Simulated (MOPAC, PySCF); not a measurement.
CH$_{6}$OSi$_{2}$, SMILES `[SiH3][C@@H]1O[SiH2]1`, neutral singlet in the gas phase. 

Z-matrix (Å, degrees):
```
C
H 1 1.0895
O 1 1.5188 2 110.81
Si 3 1.6613 1 69.44 2 109.58
H 4 1.4730 3 117.40 1 110.23
H 4 1.4737 5 113.24 3 -141.00
Si 1 1.8681 2 116.54 3 -131.82
H 7 1.4811 1 109.29 2 -174.64
H 7 1.4820 8 109.06 1 121.93
H 7 1.4836 8 109.53 9 119.27
```
Charge 0, spin multiplicity 1.

All levels are single points at this geometry (B3LYP-D3(BJ)/def2-TZVP); Pople sets use spherical d functions. Orbital energies aren't observables, and empty levels follow the basis.

HF/6-31G* in PySCF gives HOMO (eV) = -10.52.

Q: Estimate the HOMO (eV) from each of these levels: TPSSh-D3(BJ)/def2-TZVP in PySCF; BP86/6-31G* in PySCF; SVWN5/6-31G* in PySCF; AM1 in MOPAC; PM7 in MOPAC.

A: 
```json
[
 {"level": "TPSSh-D3(BJ)/def2-TZVP in PySCF", "HOMO (eV)": "-7.03"},
 {"level": "BP86/6-31G* in PySCF", "HOMO (eV)": "-6.29"},
 {"level": "SVWN5/6-31G* in PySCF", "HOMO (eV)": "-6.29"},
 {"level": "AM1 in MOPAC", "HOMO (eV)": "-10.38"},
 {"level": "PM7 in MOPAC", "HOMO (eV)": "-10.54"}
]
```
